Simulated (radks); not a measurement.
Task: The mean radii <r> (bohr) of the occupied orbitals of an atom or ion are listed with their occupations. All-electron calculation, Dirac Kohn-Sham, PBE, spin-unpolarised, spherical densities, point nucleus. Program: a radial shooting solver on a logarithmic mesh with Libxc functionals.

| orbital | occ. | <r> |
|---|---|---|
| 1s1/2 | 2 | 0.05619 |
| 2s1/2 | 2 | 0.2552 |
| 2p1/2 | 2 | 0.2228 |
| 2p3/2 | 4 | 0.2259 |
| 3s1/2 | 2 | 0.7743 |
| 3p1/2 | 2 | 0.8099 |
| 3p3/2 | 4 | 0.8196 |
| 3d3/2 | 2.8 | 1.018 |
| 3d5/2 | 4.2 | 1.024 |

Name the element and its charge. Open shells, if any, are shared by 2j + 1.

Result: Z = 27, cobalt, charge +2: Co2+ in [Ar] 3d7. The 1s radius gives Z: for a bare nucleus <r> = (2 gamma + 1)/(2Z) with gamma = sqrt(1 - (Z/c)^2), 0.05483 bohr for Z = 27, and screening makes it slightly larger (0.05619 here). The occupations add up to 25, and the charge is Z minus that.
